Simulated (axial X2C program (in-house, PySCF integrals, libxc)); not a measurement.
# How long does RhSn⁺ take?

A bond scan computed with an axial X2C code built on PySCF integrals. Basis: Sn dyall-v3z [11s12p9d1f], Rh dyall-v3z [12s12p8d3f2g] (cores contracted in-house).

The run was started with this input:
```json
{
 "zs": [
  50,
  45
 ],
 "q": 1,
 "bas": [
  "dyall-v3z",
  "dyall-v3z"
 ],
 "levels": [
  "PBE0",
  "HF",
  "B97-3",
  "BLYP"
 ],
 "cc": false,
 "r0": 2.65,
 "npts": 10,
 "nst": 2,
 "ntry": 6
}
```
```bash
python so2c.py task.json out
```

Keys: zs atomic numbers; q charge; bas basis sets; levels methods; cc coupled cluster on or off; r0 starting distance in Å; npts points on the curve; nst determinants followed; ntry starts of the search. HF also brings MP2.

Hardware: 1 thread of Arm Neoverse N1 (shared host).

Wall time of one point of each curve, integrals apart:

| Hamiltonian | level | points | seconds a point |
| --- | --- | --- | --- |
| spin-free | PBE0 | 7 | 1.9 |
| spin-free | HF | 7 | 2.8 |
| spin-free | B97-3 | 7 | 2 |
| spin-free | BLYP | 7 | 1 |
| 2c | PBE0 | 7 | 2.9 |
| 2c | HF | 7 | 6.2 |
| 2c | B97-3 | 7 | 3.1 |
| 2c | BLYP | 7 | 1.1 |

The rest:

Search with its distance optimisation 140 s, atoms 42 s, whole task 380 s. Coupled cluster runs on the points near the minimum only. The program drops outer points, and coupled cluster, when its time limit (not in the input) nears; MP2, further determinants and curves that did not converge are not in the table.
